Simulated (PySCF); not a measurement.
Radial density of C⁻ (carbon, charge -1)

wB97X, [He] 2s2 2p3, high-spin 4S determinant. Computed with PySCF 2.14 in aug-cc-pVQZ, with the non-relativistic Hamiltonian (point nucleus).

```csv
r (bohr),4πr²ρ (e/bohr),4πr²(ρα − ρβ)
0.00413,0.02601,0.0000
0.00695,0.07101,0.0000
0.0117,0.1899,0.0001
0.0197,0.4882,0.0002
0.0331,1.177,0.0006
0.0556,2.545,0.0020
0.0936,4.599,0.0070
0.157,6.180,0.0273
0.265,5.143,0.1072
0.445,2.293,0.3845
0.749,1.748,0.9637
1.26,2.467,1.3439
2.12,1.529,0.8698
3.57,0.4072,0.2703
6.00,0.05482,0.0504
10.1,0.002419,0.0024
```
